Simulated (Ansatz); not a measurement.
`CO[Si](N)(O)[SiH3]` → `CO[SiH](N)O` + `[SiH2]`  (silylene loss)

Calculated with Ansatz (gas phase, PBE0-D4/def2-TZVP geometries, no zero-point term in ΔE). CBS: MP2 limit from def2 TZ/QZ plus the TZ coupled-cluster correction, frozen cores. This one scheme is used for every species. Functionals use def2-TZVPP. B3LYP here is the variant with VWN-RPA as its local correlation; programs differ in this. Each species was taken in one conformer, which may not be the lowest.

`CO[Si](N)(O)[SiH3]`:

Z-matrix (Å, degrees):
```
C
O 1 1.408
H 1 1.096 2 111.7
H 1 1.095 2 111.5 3 -121.5
H 1 1.091 2 108.2 3 119.1
Si 2 1.640 1 124.2 3 58.9
O 6 1.644 2 114.1 1 66.6
N 6 1.708 2 102.3 1 -174.9
Si 6 2.345 2 111.1 1 -49.5
H 7 0.961 6 115.8 2 69.8
H 8 1.007 6 119.5 2 30.7
H 8 1.006 6 121.1 2 178.0
H 9 1.491 6 110.0 2 -52.1
H 9 1.490 6 110.1 2 -170.7
H 9 1.490 6 113.0 2 68.5
```

`CO[SiH](N)O`:

Cartesian coordinates in Å:
```
C 0.299 -0.716 -1.871
O -0.441 -0.614 -0.676
Si -0.132 0.475 0.500
N -1.048 0.192 1.904
O 1.476 0.325 0.804
H 1.351 -0.936 -1.670
H -0.124 -1.527 -2.467
H 0.241 0.208 -2.458
H -0.473 1.846 0.040
H -1.014 -0.702 2.369
H -1.960 0.611 1.991
H 1.823 0.838 1.535
```

`[SiH2]`:

```xyz
3

Si    0.220   -0.280    0.616
H    -1.071   -0.361   -0.192
H     0.851    0.641   -0.424
```

CCSD(T)/CBS gives +2.37 eV.

Q: Another level gave +2.37 eV. Which?
A. r2SCAN/def2-TZVPP
B. PBE0/def2-TZVPP
C. CCSD(T)/def2-TZVPP
D. B3LYP-D4/def2-TZVPP

A: D. B3LYP-D4 2.37, r2SCAN 2.60, PBE0 2.50, CCSD(T)/def2-TZVPP 2.30 eV.

Largest T1 diagnostic among the species: 0.014.

The D4 term adds +0.18 eV with B3LYP and +0.10 eV with PBE0; it sums over pairs of atoms, weighted by their polarisabilities, and B3LYP, whose exchange is more repulsive, gets the larger term. In def2-TZVPP, CCSD(T) changes the Hartree–Fock value by +0.27 eV (the triples alone add +0.07 eV) and MP2 by +0.41 eV.
